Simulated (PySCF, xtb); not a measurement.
C2H4FNOSi, SMILES O[Si@@H]1C=N[C@@H]1F.

xtb with GFN2-xTB at its own geometry gives an orbital gap of 2.67 eV and a dipole moment of 3.24 D.

Geometry: r2SCAN-D4/def2-SVP. The structure was generated by enumeration; whether it is a known compound was not checked. The values are those of a single conformer.

Question: What does PBE0/def2-TZVP (PySCF) give? (The exact figures need the calculation; the answer reports its results.)

Answer: gap 5.83 eV (levels -7.31 and -1.48 eV), dipole 1.59 D.
